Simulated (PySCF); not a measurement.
Heteronuclear NMR

Atoms are numbered as in `[CH2:1]=[C:2]([SiH2:3][NH2:4])[C:5](=[O:6])[CH2:7][C:8]([NH2:9])=[O:10]`; H(Xn) means a hydrogen on atom n. Ha(C1) is cis to Si3; Ha(N9) is cis to the C=O or C=S heteroatom; Hb(C1) is trans to Si3; Hb(N9) is trans to the C=O or C=S heteroatom.

- structure optimised with GFN2-xTB
- shieldings: GIAO PBE0/pcSseg-1
- program: PySCF
- fast rotation and ring inversion assumed for equivalent nuclei, in vacuum, non-relativistic, one conformer

**Question.** What are the ²⁹Si shifts?

**Answer.** 
```
atoms                  environment  σ (ppm)  δ (ppm)
  Si3  silicon bonded to C, N, 2 H    389.2    -39.9
```

Shieldings were converted by a linear fit to measured shifts: ²⁹Si (scatter 8.9 ppm rms, 25.8 ppm with the 6 outliers that the fit left out vs TMS, solution or neat liquid). Occasional misses reach two or three times the rms, and more in compound classes unlike the fitted ones.

On a 500 MHz spectrometer ²⁹Si resonates near 99.3 MHz, so 1 ppm is 99.3 Hz.

**Question.** What are the ¹⁵N shifts?

**Answer.** 
| atoms | environment | σ (ppm) | δ (ppm) |
| --- | --- | --- | --- |
| N9 | amide-type nitrogen | 151.2 | -287.3 |
| N4 | nitrogen bonded to Si, 2 H | 261.1 | -388.7 |

Shieldings were converted by a linear fit to measured shifts: ¹⁵N: δ = -148.07 − 0.921σ (rms 6.3 ppm, 71 shifts vs CH3NO2, solution or neat liquid). Occasional misses reach two or three times the rms, and more in compound classes unlike the fitted ones.

On a 300 MHz spectrometer ¹⁵N resonates near 30.4 MHz, so 1 ppm is 30.4 Hz.

**Question.** Where does ¹⁷O resonate?

**Answer.** 
```tsv
atoms	environment	σ (ppm)	δ (ppm)
O6	ketone oxygen	-280.6	522.3
O10	amide-type carbonyl oxygen	-93.4	351.8
```

Shieldings were converted by a linear fit to measured shifts: ¹⁷O (scatter 10.7 ppm rms, 12.2 ppm with the 3 outliers that the fit left out vs liquid water, solution or neat liquid). A few per cent of atoms miss by over 2 rms, more outside the fitted compound classes.

On a 300 MHz spectrometer ¹⁷O resonates near 40.7 MHz, so 1 ppm is 40.7 Hz.

Hydrogen bonding in solution shields acid and N–H amide carbonyl oxygens by tens of ppm.
